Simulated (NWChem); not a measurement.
BPH4; SMILES PB

```xyz
6

B      0.0073    -1.2999     0.0000
H     -0.0518    -1.8932    -1.0489
H     -0.0518    -1.8932     1.0489
P     -0.0886     0.5535     0.0000
H      0.6984     0.9916    -1.0942
H      0.6984     0.9916     1.0942
```
Atoms are numbered in this order, from 1.

Geometry: optimised at PBE0/def2-SVP.

Symmetry labels are those of Cs in the frame above (b1 and b2, or b-type labels, depend on it).

Q: List the 6 lowest vertical singlet excitations from B3LYP/6-31G* (spherical d), TDA (NWChem).

A: 
```json
[
 {"state": "S1", "energy (eV)": "5.23", "oscillator strength": "0.148", "symmetry": "a'", "leading excitation (squared amplitude)": "HOMO → LUMO (0.86)"},
 {"state": "S2", "energy (eV)": "6.26", "oscillator strength": "0.002", "symmetry": "a\"", "leading excitation (squared amplitude)": "HOMO−1 → LUMO (0.98)"},
 {"state": "S3", "energy (eV)": "6.62", "oscillator strength": "0.073", "symmetry": "a'", "leading excitation (squared amplitude)": "HOMO−2 → LUMO (0.88)"},
 {"state": "S4", "energy (eV)": "7.13", "oscillator strength": "0.029", "symmetry": "a\"", "leading excitation (squared amplitude)": "HOMO → LUMO+1 (0.97)"},
 {"state": "S5", "energy (eV)": "8.09", "oscillator strength": "0.071", "symmetry": "a'", "leading excitation (squared amplitude)": "HOMO → LUMO+2 (0.94)"},
 {"state": "S6", "energy (eV)": "8.54", "oscillator strength": "0.004", "symmetry": "a\"", "leading excitation (squared amplitude)": "HOMO−3 → LUMO (0.95)"}
]
```
